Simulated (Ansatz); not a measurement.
```yaml
crystal:
  periodic: [false, false, false]
  atoms:
    - {symbol: Ga, position_ang: [0.000034, 0.000018, 0.000023]}
    - {symbol: Br, position_ang: [-0.020098, -0.010564, 2.643695]}
    - {symbol: Br, position_ang: [0.019954, 0.010498, -2.643595]}
    - {symbol: Br, position_ang: [2.643821, 0.005676, 0.019926]}
    - {symbol: Br, position_ang: [-2.643579, -0.005735, -0.019986]}
    - {symbol: Br, position_ang: [-0.005861, 2.644254, 0.010474]}
    - {symbol: Br, position_ang: [0.005730, -2.644157, -0.010537]}
basis:
  gaussian: {orbitals: def2-SVP}
total_charge: -3
magnetization: {spin_polarized: true, initial_magnetization: 2}
hamiltonian: {xc: pbe0, dispersion: d4}
scf: {omitted_lower_state_checks: [starts]}
output: {orbitals: {seedname: orbitals}}
```

```sh
$ ansatz run in.yaml --threads 4 --pin off --events-out ev --progress --plain --max-ram 4787MiB
```

**Question.** Does this run fit into the memory that it is given?

**Answer.** No. It has 224 basis functions, and Ansatz plans for 5.41 GiB where 4.67 GiB are given.
